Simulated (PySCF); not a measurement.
C5H6O2, SMILES Cc1coc(O)c1.

The structure is a stationary point at TPSSh-D3(BJ)/def2-SVP. One conformer was computed; it need not be the lowest.

Method: SMD-PBE0/6-31G* (PySCF).

Solvation free energies are E(SMD) − E(gas) at the gas-phase geometry, for 1 M in both phases. In vacuum the dipole moment is 2.17 D.

Estimate the solvation free energies in water, dichloromethane, methanol. (An estimate is asked for; the answer gives what the named calculation found.)


| solvent | ΔG(solv) (kcal/mol) | its non-electrostatic (CDS) part | dipole (D) |
|---|---|---|---|
| water | -5.4 | 4.9 | 2.95 |
| dichloromethane | -7.3 | -1.1 | 2.62 |
| methanol | -7.3 | 2.6 | 2.93 |
